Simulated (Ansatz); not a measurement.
H4OS2Si (`O[SiH](S)S`), 8 atoms. Total charge 0; spin multiplicity 1. All runs use 2 threads of an Arm Neoverse V2 on a shared host. Correlated methods freeze the cores.

**Question.** How many basis functions does each run have, and how long does it take in Ansatz? RHF-CCSD(T)/def2-SVP energy; RKS ωB97X-V/def2-TZVPP energy; RKS PBE0-D4/def2-TZVP relaxation (8 steps); RKS PBE0-D4/def2-TZVP frequencies; RKS ωB97M-V/def2-TZVPP energy and forces; RHF-MP2/def2-QZVPP energy; RKS PBE0-D4/def2-SVP energy; RKS ωB97M-V/def2-SVP energy; RKS r2SCAN0-D4/def2-TZVPP energy; RKS PBE0-D4/def2-QZVPP energy; RHF-CCSD(T)/def2-TZVPP energy; RKS ωB97M-V/def2-QZVPP energy. (Best estimate.)

**Answer.** Computed: Other jobs shared the machine, so times are rough.

| level | job | functions | wall time | peak host memory (GiB) |
| --- | --- | --- | --- | --- |
| RKS PBE0-D4/def2-SVP | energy | 88 | 1.1 s | 0.4 |
| RHF-CCSD(T)/def2-SVP | energy | 88 | 2.2 s | 0.4 |
| RKS ωB97M-V/def2-SVP | energy | 88 | 6 s | 0.4 |
| RKS r2SCAN0-D4/def2-TZVPP | energy | 213 | 6.5 s | 0.54 |
| RKS ωB97X-V/def2-TZVPP | energy | 213 | 9 s | 0.61 |
| RKS PBE0-D4/def2-QZVPP | energy | 387 | 9.5 s | 1.2 |
| RKS ωB97M-V/def2-TZVPP | energy and forces | 213 | 13 s | 0.71 |
| RHF-MP2/def2-QZVPP | energy | 387 | 17 s | 1.7 |
| RKS ωB97M-V/def2-QZVPP | energy | 387 | 21 s | 1.4 |
| RKS PBE0-D4/def2-TZVP | relaxation (8 steps) | 166 | 29 s | 0.41 |
| RHF-CCSD(T)/def2-TZVPP | energy | 213 | 70 s | 2.8 |
| RKS PBE0-D4/def2-TZVP | frequencies | 166 | 110 s | 0.4 |
